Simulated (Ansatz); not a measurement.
Relaxation of a periodic cell of 17 atoms, Ba₁₆O (host Ba, host structure bcc, interstitial O), to a largest force component of 0.03 eV/Å in at most 60 steps.

Level of theory: DFT PBE-D3(BJ), scalar-relativistic, plane waves, PAW (Ansatz). Settings: cutoff 420 eV, k mesh 2x2x2, gaussian smearing 0.15 eV, no spin polarisation.

```xyz
17
Lattice="10.0400 0.0000 0.0000 0.0000 10.0400 0.0000 0.0000 0.0000 10.0400" Properties=species:S:1:pos:R:3
Ba 0.000 0.000 0.000
Ba 5.020 0.000 0.000
Ba 0.000 5.020 0.000
Ba 0.000 0.000 5.020
Ba 2.510 2.510 2.510
Ba 5.020 5.020 0.000
Ba 5.020 0.000 5.020
Ba 7.530 2.510 2.510
Ba 0.000 5.020 5.020
Ba 2.510 7.530 2.510
Ba 2.510 2.510 7.530
Ba 5.020 5.020 5.020
Ba 7.530 7.530 2.510
Ba 7.530 2.510 7.530
Ba 2.510 7.530 7.530
Ba 7.530 7.530 7.530
O 1.321 10.049 2.451
```

Where does it end, and by what steps?

It converged. The force dipped under the threshold on the way, but the program's further checks kept it going. Limits of this set-up: coarse k mesh. After 4 steps the energy has fallen by 0.843 eV; Ba4 moved furthest, 0.32 Å.

| step | energy less start (eV) | largest force component (eV/Å) | accepted |
| --- | --- | --- | --- |
| 0 | 0.0000 | 1.123 | yes |
| 1 | -0.6934 | 0.495 | yes |
| 2 | -0.7612 | 0.437 | yes |
| 3 | -0.8433 | 0.019 | yes |
| 4 | -0.8433 | 0.019 | yes |

```xyz
17
Lattice="10.0400 0.0000 0.0000 0.0000 10.0400 0.0000 0.0000 0.0000 10.0400" Properties=species:S:1:pos:R:3
Ba 0.032 0.000 0.311
Ba 5.176 0.001 -0.117
Ba 0.031 5.021 0.047
Ba 0.031 0.000 4.701
Ba 2.491 2.201 2.507
Ba 4.948 5.020 -0.088
Ba 5.178 0.001 5.131
Ba 7.375 2.624 2.506
Ba 0.029 5.021 4.966
Ba 2.491 7.840 2.507
Ba 2.482 2.462 7.525
Ba 4.949 5.020 5.101
Ba 7.375 7.417 2.506
Ba 7.611 2.590 7.527
Ba 2.483 7.579 7.525
Ba 7.610 7.451 7.527
O 1.269 10.041 2.506
```

Run time: 78 s on 4 threads of Intel(R) Xeon(R) Platinum 8488C (Sapphire Rapids), with other jobs on the host, peak memory 2.8 GiB.
